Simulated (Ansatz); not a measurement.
Start from `CO/C=C/Cl` and change one atom or group to get `O[SiH2]/C=C/Cl`.

Ansatz, PBE0-D4/def2-TZVP geometries, multiplicity 1. Each molecule was computed in one conformer, which needn't be the lowest.

```tsv
property	`CO/C=C/Cl`
HOMO energy (B3LYP/def2-TZVPP) / eV	-6.25
HOMO–LUMO gap (ωB97M-V/def2-TZVPP) / eV	10.96
LUMO energy (B3LYP/def2-TZVPP) / eV	-0.02
size of the dipole moment (ωB97M-V/def2-TZVPP) / D	2.51
LUMO energy (ωB97M-V/def2-TZVPP) / eV	2.31
HOMO energy (PBE/def2-TZVPP) / eV	-5.26
```

(1) Give the same properties after the change, and the shifts. (Best estimate.)

Answers

(1) Computed: 
| property | `O[SiH2]/C=C/Cl` | shift |
| --- | --- | --- |
| HOMO energy (B3LYP/def2-TZVPP) / eV | -7.38 | -1.13 |
| HOMO–LUMO gap (ωB97M-V/def2-TZVPP) / eV | 11.14 | 0.18 |
| LUMO energy (B3LYP/def2-TZVPP) / eV | -0.93 | -0.91 |
| size of the dipole moment (ωB97M-V/def2-TZVPP) / D | 1.47 | -1.04 |
| LUMO energy (ωB97M-V/def2-TZVPP) / eV | 1.36 | -0.95 |
| HOMO energy (PBE/def2-TZVPP) / eV | -6.46 | -1.20 |

With PBE0 the HOMO falls by 1.15 eV and the LUMO falls by 0.96 eV, so the gap widens by about 0.19 eV. PBE moves the HOMO by -1.20 eV and ωB97M-V by -1.13 eV. Dipoles are sizes alone; their direction can turn.

B3LYP here is the variant with VWN-RPA as its local correlation; programs differ in this.
